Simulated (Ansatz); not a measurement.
A structure drawn as `BBC(C)=O`, with this starting geometry:

Cartesian coordinates in Å:
```
B 1.1771 1.7188 0.8799
B -0.0363 0.7384 0.4865
C 0.2042 -0.5798 -0.3385
C -1.0376 -1.3695 -0.7506
O 1.2974 -0.8825 -0.7051
H 2.3386 1.4705 0.6061
H 1.0062 2.7165 1.5491
H -1.1553 1.0727 0.8244
H -0.6271 -2.2739 -1.3613
H -1.6949 -0.8246 -1.3602
H -1.4721 -1.7865 0.1696
```

The species carries charge 0 and has multiplicity 1.

Task: Does it keep its bonds when Ansatz relaxes it at PBE-D4/def2-SVP and then PBE0-D4/def2-TZVP?

Result: Yes, every drawn bond is still there and no new one forms.

Task: Give the relaxed structure. (Estimate.)

Result: Computed: 
Z-matrix (Å, degrees):
```
C
C 1 1.492
H 1 1.094 2 109.6
H 1 1.091 2 110.7 3 121.7
H 1 1.094 2 109.4 3 -116.8
B 2 1.569 1 128.7 3 56.7
O 2 1.218 1 123.5 3 -122.9
B 6 1.634 2 123.8 1 91.9
H 6 1.201 2 114.4 1 -93.3
H 8 1.197 6 123.1 2 76.8
H 8 1.201 6 120.1 2 -103.3
```
All modes are real.

Atoms count as bonded under 1.1 times the sum of their covalent radii (H–H under 0.85 Å, pairs among N, O and F under 1.55 Å), and a drawn bond as lost past 1.3 times.
